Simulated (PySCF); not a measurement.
Si(F)(Me)3 (C₃H₉FSi), SMILES C[Si](C)(C)F.

Geometry optimised at PBE0-D3(BJ)/def2-SVP.

Two levels are set side by side: PBE/def2-TZVP (PySCF) and B3LYP/def2-TZVP (PySCF). Same geometry, gas phase. Differences are taken from unrounded values.

| quantity | PBE |
|---|---|
| orbital gap (eV) | 7.34 |
| highest occupied level (eV) | -7.23 |
| lowest empty level (eV) | 0.11 |
| dipole moment (D) | 1.86 |
| mean polarisability (bohr³) | 63.0 |

Problem. These are the PBE values. What does B3LYP give? (An estimate is asked for; the answer gives what the named calculation found.)

Solution. 
```
quantity                     B3LYP  PBE minus B3LYP
---------------------------  -----  ---------------
orbital gap (eV)              8.94            -1.59
highest occupied level (eV)  -8.41             1.18
lowest empty level (eV)       0.53            -0.42
dipole moment (D)             1.91            -0.06
mean polarisability (bohr³)   61.0              2.0
```

PBE's occupied levels lie high since its potential decays too fast outside the molecule; exact exchange lowers them and widens the gap. PBE's more diffuse valence density responds more strongly to a field. Differences between two approximate levels are no errors against the true value.

Rough cost on one machine, each run with all the roots and properties that it gave: B3LYP against PBE within a factor of 2.
